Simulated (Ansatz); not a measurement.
```yaml
crystal:
  periodic: [false, false, false]
  atoms:
    - {symbol: Si, position_ang: [1.261258, -0.563062, 0.490902]}
    - {symbol: Si, position_ang: [-1.261892, 0.561976, -0.490525]}
    - {symbol: Se, position_ang: [-0.612548, 0.048791, 1.626567]}
    - {symbol: Se, position_ang: [3.040767, -1.357430, 1.186893]}
    - {symbol: Se, position_ang: [0.612870, -0.047780, -1.626231]}
    - {symbol: Se, position_ang: [-3.040465, 1.357504, -1.187596]}
basis:
  gaussian: {orbitals: def2-TZVPD}
total_charge: -1
magnetization: {spin_polarized: true, initial_magnetization: 1}
hamiltonian: {xc: pbe0, dispersion: d4}
scf: {omitted_lower_state_checks: [starts]}
output: {orbitals: {seedname: orbitals}}
```

```sh
$ ansatz run in.yaml --threads 4 --pin off --events-out ev --progress --plain --max-ram 4787MiB
```

Task: Does this run fit into the memory that it is given?

Result: No. It has 314 basis functions, and Ansatz plans for 5.01 GiB where 4.67 GiB are given.
